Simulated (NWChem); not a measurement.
System: BeHOBr; SMILES [OH][Be][Br]

NWChem input:

```
start job
memory heap 200 mb stack 900 mb global 1100 mb
geometry units angstroms noautoz
  Be     0.047704     1.208140    -0.000000
  Br    -0.083946    -0.758611     0.000000
  O      0.197964     2.607150    -0.000000
  H     -0.433303     3.318598     0.000000
end
basis spherical
  Be library def2-svp
  Br library def2-svp
  O library def2-svp
  H library def2-svp
end
dft
  xc xpbe96 cpbe96
  iterations 150
end
tddft
  cis
  nroots 6
end
task tddft energy
```

Geometry: optimised at PBE0-D3(BJ)/def2-TZVP.

Vertical excitations in the gas phase.

Problem. What results follow from this input? (PBE/def2-SVP, TDA.) Quantities: lowest excitation, singlet (eV); oscillator strength of that lowest state; lowest state with f > 0.02, singlet (eV); oscillator strength of that bright state; lowest triplet (eV); orbital gap (eV).

Solution. 
```json
{
 "lowest excitation, singlet (eV)": "6.24",
 "oscillator_strength_of_that_lowest_state": "0.016",
 "lowest state with f > 0.02, singlet (eV)": "6.35",
 "oscillator_strength_of_that_bright_state": "0.033",
 "lowest triplet (eV)": "6.04",
 "orbital gap (eV)": "6.16"
}
```
